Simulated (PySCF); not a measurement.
A structure optimised at PBE-D3(BJ)/def2-SVP, used in a PySCF frequency run:

```
C
H 1 1.1073
H 1 1.1125 2 106.36
C 1 1.5357 2 110.27 3 114.99
O 4 1.2137 1 125.83 2 -39.12
C 1 1.5396 2 115.65 3 -124.39
H 6 1.1126 1 113.14 2 97.00
H 6 1.1192 7 104.75 1 120.47
C 6 1.5020 7 112.55 8 120.72
H 9 1.0994 6 123.18 7 -48.41
C 9 1.4881 10 124.05 6 173.79
H 11 1.1180 9 115.13 10 -58.98
H 11 1.1181 12 104.09 4 116.20
```
Charge 0, spin multiplicity 2.

Problem. Write its SMILES and formula.

Solution. O=C1C[CH]CC1, C₅H₇O

Problem. What are its rotational constants (standard atomic weights)?

Solution. 6.7587, 3.4281, 2.3939 GHz
